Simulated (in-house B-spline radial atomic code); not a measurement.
Results of a calculation; reference values are marked as such.
**Softness against transferability: the 4d channel of In**

In, [Kr] 4d10 5s2 5p1, non-relativistic PBE, spherical and spin-unpolarised, from an all-electron radial atomic-structure program (B-spline basis) (atomic units). The all-electron 4d level is ε = -0.726892 hartree, its outermost node lies just inside 0.41 bohr and its outer maximum at 0.92 bohr.

Troullier-Martins pseudo-orbitals are made for several radii. The cutoffs (hartree) are the plane-wave energies beyond which the orbital holds less than the named kinetic energy per electron. The phase error is the difference, pseudo minus all-electron, of arctan(R P'/P) at R = 1.59 bohr for all radii, half a hartree below and above the level.

| r_c (bohr) | V_l(0) (hartree) | cutoff for 10 mEh | for 1 mEh | for 0.1 mEh | phase error at ε − 0.5 (mrad) | at ε + 0.5 (mrad) |
| --- | --- | --- | --- | --- | --- | --- |
| 0.69 | -106.26 | 184 | 303 | > 450 | -2.4 | -0.9 |
| 0.8 | -41.29 | 93 | 120 | 195 | -1.5 | -0.5 |
| 0.92 | -20.92 | 39.1 | 65.9 | 93 | -1.0 | -0.3 |
| 1.04 | -16.79 | 33.9 | 44.2 | 53.7 | -0.7 | -0.2 |
| 1.16 | -16.00 | 33 | 42 | 50.8 | -0.5 | -0.2 |
| 1.29 | -15.58 | 32.3 | 40.5 | 50 | -0.3 | -0.1 |

Problem. Which radius needs the lowest cutoff for 1 mEh while both phase errors stay within 1.1 mrad?

Solution. The radii within that limit are 0.92, 1.04, 1.16, 1.29 bohr; of these r_c = 1.29 needs the least, 40.5 hartree, that is 81 Ry or 1102 eV.

Problem. What does the larger radius buy, and what does it cost?

Solution. From r_c = 0.69 to 1.29 bohr the cutoff for 1 mEh goes from 303 to 40.5 hartree, a factor of 7.48, against 3.50 for a pure 1/r_c² scaling, end to end; step by step it is 303, 120, 65.9, 44.2, 42, 40.5, and for 0.1 mEh > 450, 195, 93, 53.7, 50.8, 50; the number of plane waves goes as the cutoff to the power 3/2, here a factor of 20.5. The larger of the two phase errors is least at r_c = 1.29 bohr, 0.3 mrad; it is 2.4 at the smallest radius and 0.3 at the largest, so in this scan the atom's own scattering shows no cost of a large radius. These errors test the reference atom alone. The smallest radius lies well inside the outer maximum, where the nodeless form must bend sharply to keep the norm, so it is both harder and scatters less well than the next. Large radii also let the cores of neighbours overlap, which an atom doesn't show.
